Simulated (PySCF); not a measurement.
**Telling isomers of C$_{6}$H$_{8}$FNSi apart by NMR**

[PySCF: coordinates at the GFN2-xTB level; PBE0/pcSseg-1 with gauge-including orbitals; one computed conformer; non-relativistic Hamiltonian; no solvent model; averaged over atoms made equivalent by symmetry, fast rotation or ring inversion]

Referencing at the same level of theory: TMS for 1H (σ = 31.72 ppm) and 13C (σ = 186.93 ppm). Splittings of carbon signals by F and P are missing where no couplings were computed. Where no couplings were computed, multiplicities follow the n + 1 count of equivalent neighbours, and m marks all less simple cases (inequivalent or close neighbours, rings, F or P nearby). Shifts are as computed. Against solution values, carbons near 30 ppm lie about +3 ppm off and those near 130 ppm about +5 ppm (rms about the fit 2.1 ppm; single classes can miss by 10 ppm). Of 1328 compounds with measured shifts, 309 miss one by over three times the rms of a fit or turn the order of signals round; such compounds aren't used in these exercises. Signals without a measured value on file couldn't be tested in this way; 1H shifts scatter by 0.2 ppm about their fit, and single ones miss by 0.5 ppm.

(1) Tabulate the signals of `CC#C[Si@@H](F)[C@@H](C)C#N`, `FC[SiH2]c1ccccn1` and their relative energies.

(2) What is the quickest way to tell CC#C[Si@@H](F)[C@@H](C)C#N from FC[SiH2]c1ccccn1?

## Answers

(1) 
| SMILES | carbon types | δC | δH | E rel. (kcal/mol) |
| --- | --- | --- | --- | --- |
| CC#C[Si@@H](F)[C@@H](C)C#N | 3×C 1×CH 2×CH3 | 123.9, 117.0, 80.4, 14.0, 12.5, 5.7 | 5.15 (m, 1H), 2.20 (s, 3H), 1.98 (m, 1H), 1.58 (d, 3H) | 0.0 |
| FC[SiH2]c1ccccn1 | 1×C 4×CH 1×CH2 | 167.2, 155.4, 139.9, 137.3, 128.7, 78.2 | 8.93 (d, 1H), 7.89 (m, 1H), 7.74 (m, 1H), 7.38 (m, 1H), 5.60 (m, 2H), 4.96 (m, 2H) | 14.3 |

Energies are electronic energies at PBE0/pcSseg-1 on these geometries, without zero-point or thermal terms, each for the one conformer computed, which needn't be the lowest.

(2) Both give the same number of carbon signals, but DEPT or the intensities differ. The first has an alkyne carbon (C) at 80.4 ppm, the second an aromatic CH next to a ring nitrogen at 155.4 ppm. Their most deshielded carbons lie at 123.9 and 167.2 ppm. In the proton spectra the most deshielded non-exchanging signals are 5.15 (m, 1H) and 8.93 (d, 1H).
